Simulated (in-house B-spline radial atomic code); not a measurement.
Results of a calculation; reference values are marked as such.
**Li in an electron gas of r_s = 1.65: phase shifts, screening and friction**

A nucleus sits in a uniform electron gas with a rigid positive background. The Kohn-Sham equations are solved self-consistently in the spin-unpolarised LDA (PW92), non-relativistic, on B-splines with outgoing waves at the boundary and partial waves to l = 8. The model has no lattice, no bands and no magnetic solution. Atomic units; δ_l are the phase shifts at the Fermi level, counted so that each bound state adds π, and good to about 0.0005.

The density parameter is r_s = 1.65 bohr.

| l | δ_l (rad) |
| --- | --- |
| 0 | 2.4459 |
| 1 | 0.5319 |
| 2 | 0.0933 |
| 3 | 0.0199 |
| 4 | 0.0049 |
| 5 | 0.0012 |
| 6 | 0.0003 |
| 7 | 0.0000 |
| 8 | 0.0000 |

Bound levels below the band bottom (hartree): s -1.328.

(1) Check the Friedel sum rule, and say where the screening charge sits.

(2) Find the transport cross section and the electronic stopping of a 1 keV Li ion (mass 6.94 u).

## Answers

(1) k_F = (9π/4)^(1/3)/r_s = 1.16313. The rule is Z = (2/π) Σ (2l + 1) δ_l. The terms are s 1.557, p 1.016, d 0.297, f 0.089 and 0.039 beyond, in all 2.998 against Z = 3. Bound states hold 2 s, 0 p, 0 d electrons, so the scattering states carry 1.00 in all; where a term is smaller than its bound count, the bound level has drawn weight out of the band.

(2) σ_tr = (4π/k_F²) Σ (l + 1) sin²(δ_l − δ_(l+1)). The terms for l = 0 to 3 are 0.8868, 0.3607, 0.0161, 0.0009, all together 1.2646, so σ_tr = 9.289 × 1.2646 = 11.746 bohr². With n = 3/(4π r_s³) = 0.05314, the friction coefficient is Q = n k_F σ_tr = 0.7261. For v well below v_F = 1.163, dE/dx = Q v; with 24801 eV per u at v = 1, v = √(1000/(24801 × 6.94)) = 0.0762, so dE/dx = 0.05534 hartree/bohr = 28.5 eV/nm. The largest term couples the s and p waves.
